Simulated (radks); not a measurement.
Ti XXI, 2 electrons, occupied as [He]. Calculated with a radial shooting solver on a logarithmic mesh with Libxc functionals: scalar-relativistic Kohn-Sham, PBEsol, spin-polarised, spherical densities, finite nucleus; Fermi nuclear charge, rms radius 3.5921 fm.

Normalised radial functions P(r) = r R(r), r in bohr:

```
   r/bohr * 1s (the largest magnitude, 3.42, reaches the edge; | marks zero)
 0.003336 |         *
 0.003883 |           *
 0.004521 |             *
 0.005263 |               *
 0.006127 |                 *
 0.007132 |                   *
 0.008303 |                      *
 0.009666 |                         *
  0.01125 |                            *
   0.0131 |                                *
  0.01525 |                                   *
  0.01775 |                                       *
  0.02067 |                                          *
  0.02406 |                                              *
  0.02801 |                                                 *
  0.03261 |                                                   *
  0.03796 |                                                     *
   0.0442 |                                                      *
  0.05145 |                                                      *
  0.05942 |                                                    *
  0.06917 |                                                 *
  0.08053 |                                            *
  0.09375 |                                       *
   0.1091 |                                *
   0.1271 |                         *
   0.1479 |                  *
   0.1722 |            *
   0.2005 |        *
   0.2334 |    *
   0.2717 |  *
```

1s: eigenvalue -6109.8 eV, 0 radial nodes, <r> = 0.0689 bohr, 90 % of the charge inside 0.123 bohr.
